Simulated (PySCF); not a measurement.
Yb(NH2)3 relaxed at several levels

Computed with PySCF 2.14.0, def2-SVP on the ligands, density fitting, scalar-relativistic core potentials, no spin-orbit coupling, vacuum. Each row is relaxed at its own level from the same template. Distances are means of the shortest metal–ligand contacts, charges and spins Mulliken's; removal energies are rigid, with the ligand's formal charge and no counterpoise, so too large; for an anion taken off a cation in vacuum most of it is the attraction of opposite charges, and multiply charged cations can part far more cheaply with an electron moved from ligand to metal. lcecp potentials hold a fixed number of 4f electrons in the core, out of states, spins and gaps.

```tsv
level	basis on the metal	point group	M–NH2 (Å)	charge on M (e)	dipole (D)	removal of one NH2 (eV)	strongest infrared band, degenerate modes summed (cm⁻¹)	unstable modes (below −25 cm⁻¹)
BP86	lcecp-1-SVP with ECP59	Cs, nearly D3h	2.140	0.70	0.08	10.87	500	0
PBE0	lcecp-1-SVP with ECP59	nearly D3h	2.131	0.89	0.01	10.95	–	not given
```

What does the calculation give for PBE, lcecp-1-SVP with ECP59?

point group: D3h, M–NH2 (Å): 2.139, charge on M (e): 0.69, dipole (D): 0.01, removal of one NH2 (eV): 10.95, strongest infrared band, degenerate modes summed (cm⁻¹): 500, unstable modes (below −25 cm⁻¹): 0.
```xyz
10

Yb    0.0037    0.0027    0.0012
N     2.1303    0.0038    0.2303
H     2.7459   -0.8155    0.3286
H     2.7623    0.8165    0.2527
N    -1.0572    1.8470   -0.2159
H    -0.6713    2.8011   -0.2257
H    -2.0728    1.9680   -0.3323
N    -1.0689   -1.8475   -0.0149
H    -0.6875   -2.7973    0.0950
H    -2.0845   -1.9789   -0.1190
```

Moved off a saddle point of the template and relaxed again: BP86, PBE, PBE0. One start shape was tried for each, so a minimum needn't be the lowest isomer.
